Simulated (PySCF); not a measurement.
Excitation energy of Hf by level of theory

Hf [Xe] 4f14 5d2 6s2 (3F) → Hf [Xe] 4f14 5d3 6s1 (5F), as a difference of total energies. Computed with PySCF 2.14 in aug-cc-pwCVDZ-PP with ECP60MDF (6s6p5d3f, 70 functions), with scalar relativity through the core potential. Correlated levels: valence and next inner shell: nothing frozen outside the core potential. The calculations carry no spin-orbit coupling.

```
                                method  excitation energy (eV)
                                   UHF                   0.923
    MP2 (valence and next inner shell)                   1.553
SCS-MP2 (valence and next inner shell)                   1.952
   CCSD (valence and next inner shell)                   1.616
CCSD(T) (valence and next inner shell)                   1.712
```

**Question.** How much does correlation contribute at CCSD(T) (valence and next inner shell)?

**Answer.** 1.712 − (0.923) = 0.789 eV, measured against UHF.
